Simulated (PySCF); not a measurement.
**Nb⁺: ionisation energy**

Nb⁺ [Kr] 4d4 (5D) → Nb²⁺ [Kr] 4d3 (4F), as a difference of total energies. All numbers are calculated (PySCF 2.14, a scalar-relativistic core potential, in def2-QZVPPD with the def2 core potential (28 electrons)). Correlated levels: valence and next inner shell: nothing frozen outside the core potential. The calculations carry no spin-orbit coupling.

| method | ionisation energy (eV) | difference from reference (eV) |
| --- | --- | --- |
| UHF | 13.054 | -1.266 |
| MP2 (valence and next inner shell) | 14.089 | -0.231 |
| SCS-MP2 (valence and next inner shell) | 13.713 | -0.607 |
| CCSD (valence and next inner shell) | 13.948 | -0.372 |
| CCSD(T) (valence and next inner shell) | 14.005 | -0.315 |

Reference: 14.32 eV (semi-empirical (NIST evaluation); NIST Atomic Spectra Database, ionization energies).

The reference lies between the lowest fine-structure levels, while these numbers refer to the centres of the terms.

Errors of the correlated levels include the incompleteness of this basis.
